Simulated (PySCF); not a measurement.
Species: C3H10N3Si2 (doublet state).
Structure used (GFN2-xTB), in Å, numbered top down from 1:
```xyz
18
C3H10N3Si2 angstrom
N      3.833    0.333   -1.204
C      3.200   -0.816   -0.560
C      1.753   -0.691   -0.610
C      0.550   -0.572   -0.590
Si    -1.253   -0.239   -0.796
N     -1.917   -1.846   -0.914
Si    -2.260    0.926    0.892
N     -3.200    2.089    0.020
H      3.513    1.195   -0.774
H      4.841    0.281   -1.103
H      3.503   -0.947    0.497
H      3.503   -1.714   -1.112
H     -1.356   -2.591   -1.292
H     -2.885   -1.979   -1.156
H     -1.313    1.747    1.654
H     -3.058    0.200    1.905
H     -3.861    1.776   -0.672
H     -3.601    2.854    0.537
```

The hyperfine couplings belong to this conformer and change with its torsions.

Identity: `NCC#C[Si](N)[SiH2]N` [radical].

Theory: PySCF, UKS B3LYP, pcH-1 on C H N Si, non-relativistic, mean-field spin-orbit, GIAO. One conformer (not necessarily the lowest) at the GFN2-xTB geometry, without solvent, vibrations or thermal averaging. GFN2-xTB frequencies show an imaginary mode (23i cm⁻¹), so this geometry is no minimum at that level. A GFN2-xTB geometry isn't a minimum of the functional, and hyperfine couplings can be far from their values at a DFT geometry, by a factor of two or more for some ions and for spin on atoms past the first row. Stability of the SCF solution: not tested.

Principal values of hyperfine tensors in MHz (contact, dipolar and spin–orbit terms together), for some of the nuclei:

| atom | isotope | A1 | A2 | A3 |
| --- | --- | --- | --- | --- |
| Si5 | 29Si | -583.05 | -392.71 | -388.00 |
| Si7 | 29Si | -145.23 | -104.82 | -104.08 |
| H16 | 1H | 23.18 | 25.25 | 29.13 |
| C4 | 13C | 10.00 | 16.44 | 24.65 |
| H15 | 1H | 11.70 | 13.24 | 17.60 |
| H13 | 1H | -24.89 | -16.27 | 1.00 |
| C3 | 13C | 1.58 | 2.39 | 31.01 |
| H14 | 1H | -18.59 | -11.82 | 7.27 |

Give the isotropic coupling of each nucleus in MHz and in mT (g = 2.0024), and the anisotropic part.

a_iso is a third of the trace, T = A − a_iso, and a(mT) = a(MHz)/(g × 13.996). The tensors hold a spin–orbit part: the run splits a_iso into a_FC + a_SO, and T includes its anisotropic share.

```
atom  a_iso (MHz)     a_FC   a_SO  a_iso (mT)       T1     T2     T3
 Si5      -454.59  -455.43   0.84     -16.220  -128.46  61.88  66.59
 Si7      -118.04  -118.23   0.19      -4.212   -27.18  13.22  13.96
 H16        25.85    25.85   0.00       0.922    -2.68  -0.60   3.27
  C4        17.03    17.01   0.01       0.608    -7.03  -0.59   7.62
 H15        14.18    14.18   0.00       0.506    -2.48  -0.94   3.42
 H13       -13.39   -13.42   0.03      -0.478   -11.50  -2.88  14.38
  C3        11.66    11.71  -0.06       0.416   -10.08  -9.27  19.35
 H14        -7.72    -7.75   0.03      -0.275   -10.88  -4.11  14.98
```

What spin density at the nucleus of H16 lies behind its contact coupling (g_N = 5.58569)?

a_FC = 800.24 MHz bohr³ × g_N × ρ(0)/(2S). With a_FC = 25.85 MHz and 2S = 1, ρ(0) = 0.005783 bohr⁻³. In magnitude that is 1.8 % of the 1/π = 0.318 of a free hydrogen atom.

H11 (1H, g_N = 5.58569) isn't in the table. Its spin density at the nucleus is 0.002792 bohr⁻³. What is its contact coupling?

By the same relation, a_FC = 12.48 MHz. Its full tensor has the principal values 11.38, 11.68, 14.39 MHz.

Name the largest traceless tensor T of the table and describe it.

Si5: -128.5, 61.9, 66.6 MHz (the dipolar term alone has -127.6, 61.6, 66.0), nearly axial, close to the ratio +1:+1:−2, the form that spin in one p orbital centred on that nucleus gives (the nuclear moment is negative).

In a single crystal, with the field along each principal axis of the tensor of H16 in turn, what first-order splitting does this nucleus give (isotropic g, quadrupole terms neglected)?

2 lines (I = 1/2), spaced by |A_i|/(g × 13.996): 0.83, 0.90, 1.04 mT along the axes of A1, A2 and A3.
